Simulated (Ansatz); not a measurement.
Compare A (`C/C(N)=C\[SiH3]`) with its isomer B (`C=CN(C)[SiH3]`).

Calculated with Ansatz (gas phase, PBE0-D4/def2-TZVP geometries, no zero-point term in ΔE). CBS: MP2 limit from def2 TZ/QZ plus the TZ coupled-cluster correction, frozen cores. DFT in def2-TZVPP. B3LYP here is the variant with VWN-RPA as its local correlation; programs differ in this. Each species was taken in one conformer, which may not be the lowest.

A:

Z-matrix (Å, degrees):
```
C
C 1 1.496
H 1 1.094 2 110.4
H 1 1.089 2 111.9 3 120.7
H 1 1.095 2 110.7 3 -118.9
N 2 1.376 1 113.3 3 58.6
C 2 1.347 1 123.5 3 -118.5
H 6 1.006 2 117.3 1 26.1
H 6 1.006 2 116.9 1 167.5
Si 7 1.840 2 125.7 1 0.9
H 7 1.089 2 117.1 1 179.9
H 10 1.493 7 113.4 2 61.4
H 10 1.493 7 113.1 2 -59.3
H 10 1.488 7 108.7 2 -178.8
```

B:

Z-matrix (Å, degrees):
```
C
N 1 1.445
H 1 1.097 2 111.6
H 1 1.096 2 110.6 3 -120.3
H 1 1.092 2 110.1 3 120.3
C 2 1.380 1 117.3 3 62.5
Si 2 1.732 1 119.7 3 -109.5
C 6 1.336 2 126.9 1 -0.3
H 6 1.087 2 113.7 1 179.0
H 7 1.486 2 108.9 1 -48.9
H 7 1.483 2 107.4 1 -169.4
H 7 1.491 2 112.8 1 70.3
H 8 1.081 6 119.4 2 178.7
H 8 1.082 6 123.1 2 -1.2
```

(1) Which isomer does CCSD(T)/CBS put lower? Give the gap. (Estimate.)

(2) Give E(B) − E(A) in kcal/mol with LDA (SPW92), PBE-D4, r2SCAN-D4, BLYP-D4, CCSD(T)/def2-SVP, B3LYP, PBE0-D4. (An estimate is asked.)

(3) Does the order hold for the free energy at 298.15 K (harmonic terms from PBE0-D4)? (Best estimate.)

Largest T1 diagnostic: 0.012.

Results:

(1) The calculation gave: B, by 0.6 kcal/mol.

(2) Computed: LDA (SPW92) 1.8, PBE-D4 1.8, r2SCAN-D4 1.4, BLYP-D4 -0.8, CCSD(T)/def2-SVP -1.1, B3LYP -0.4, PBE0-D4 1.6. The order is the other way round with LDA (SPW92), PBE-D4, r2SCAN-D4, PBE0-D4.

(3) Computed: No: G(B) − G(A) = +0.7 kcal/mol, for one conformer each. Modes under 60 cm⁻¹, often nearly free rotors, make the harmonic entropy too high.

Leaving LDA and LC-ωPBE aside and taking each functional with its dispersion term where it has one, the values, not all of them listed here, spread over 3.0 kcal/mol, from BHLYP-D4 to PBE-D4. In def2-TZVPP, CCSD(T) changes the Hartree–Fock value by +0.9 kcal/mol (the triples alone add +0.2 kcal/mol) and MP2 by +0.9 kcal/mol.
